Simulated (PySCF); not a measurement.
Ce⁵⁵⁺ (cerium, charge +55) across methods

[He] 2s1, 2S determinant. Computed with PySCF 2.14 in an even-tempered Gaussian basis (19 s from 31 bohr⁻², ratio 2.2; 8 p from 47 bohr⁻², ratio 2.4; 5 d from 140 bohr⁻², ratio 2.4; 5 f from 210 bohr⁻², ratio 2.4; 4 g from 320 bohr⁻², ratio 2.4), with the spin-free X2C one-electron Hamiltonian (Gaussian nucleus).

```tsv
method	E (hartree)	mean ε 1s α (eV)	mean ε 1s β (eV)	mean ε 2s α (eV)	Σ⟨r²⟩ (bohr²)	⟨S²⟩
r2SCAN	-3911.11	-46239.1	-46219.7	-11385.2	0.01302	0.750
LDA	-3905.46	-46140.3	-46118.3	-11367.7	0.01303	0.750
UHF	-3910.91038	-46617.5	-46573.4	-11471.1	0.01302	0.750
PBE0	-3910.93	-46300.1	-46273.7	-11402.4	0.01302	0.750
PBE	-3910.92	-46194.1	-46173.5	-11379.3	0.01302	0.750
PW91	-3911.10	-46197.9	-46177.2	-11380.3	0.01302	0.750
```

(1) Estimate the same row for B97-3.

Results:

(1) E (hartree) = -3911.09; mean ε 1s α (eV) = -46304.5; mean ε 1s β (eV) = -46279.6; mean ε 2s α (eV) = -11404.4; Σ⟨r²⟩ (bohr²) = 0.01301; ⟨S²⟩ = 0.750.
